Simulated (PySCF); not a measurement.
All values below come from TPSSh-D3(BJ)/def2-TZVP // r2SCAN-D4/def2-SVP run with PySCF 2.14.0. Isolated molecules, 0 K electronic values unless said otherwise. 

Reference species: [Ti(H)4] (neutral, multiplicity 1).

- HOMO = -8.24 eV
- charge on the central atom (Mulliken) = 0.63 e
- mean distance from the central atom to its bonded neighbours = 1.692 Å

Changed species: [Ti(Cl)3(H)] (1 of 4 Cl replaced by H; the reference has 4 of 4 Cl replaced by H).

**Question.** What does the change do to the HOMO, charge on the central atom (Mulliken) and mean distance from the central atom to its bonded neighbours?

**Answer.** the HOMO falls by 0.72 eV, to -8.96 eV; the charge on the central atom (Mulliken) goes up by 0.34 e, to 0.97 e; the mean distance from the central atom to its bonded neighbours rises by 0.347 Å, to 2.039 Å.
